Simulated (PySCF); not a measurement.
## Hg⁷¹⁺ (mercury, charge +71) across methods

[He] 2s2 2p5, 2P determinant. All numbers are calculated (PySCF 2.14, the spin-free X2C one-electron Hamiltonian (Gaussian nucleus), in an uncontracted even-tempered set (18 s from 51 bohr⁻², ratio 2.2; 13 p from 66 bohr⁻², ratio 2.2; 5 d from 260 bohr⁻², ratio 2.4; 5 f from 390 bohr⁻², ratio 2.4; 4 g from 580 bohr⁻², ratio 2.4)).

```csv
method,E (hartree),mean ε 2s β (eV),mean ε 2p α (eV),mean ε 2p β (eV),Σ⟨r²⟩ (bohr²),⟨S²⟩
PBE0,-12456.57,-21290.1,-19436.8,-19403.9,0.03439,0.750
TPSS,-12457.38,-21248.9,-19393.7,-19364.3,0.03439,0.750
UHF,-12455.55111,-21440.0,-19579.1,-19540.8,0.03437,0.750
LDA,-12445.18,-21224.0,-19381.7,-19347.5,0.03442,0.750
PBE,-12456.80,-21239.5,-19388.8,-19357.7,0.03440,0.750
revPBE,-12457.71,-21240.6,-19389.0,-19357.9,0.03439,0.750
```

Estimate the same row for r2SCAN.

E (hartree) = -12457.14; mean ε 2s β (eV) = -21263.5; mean ε 2p α (eV) = -19412.2; mean ε 2p β (eV) = -19379.3; Σ⟨r²⟩ (bohr²) = 0.03438; ⟨S²⟩ = 0.750.

Spin-orbit coupling, absent here, splits the open shell strongly.
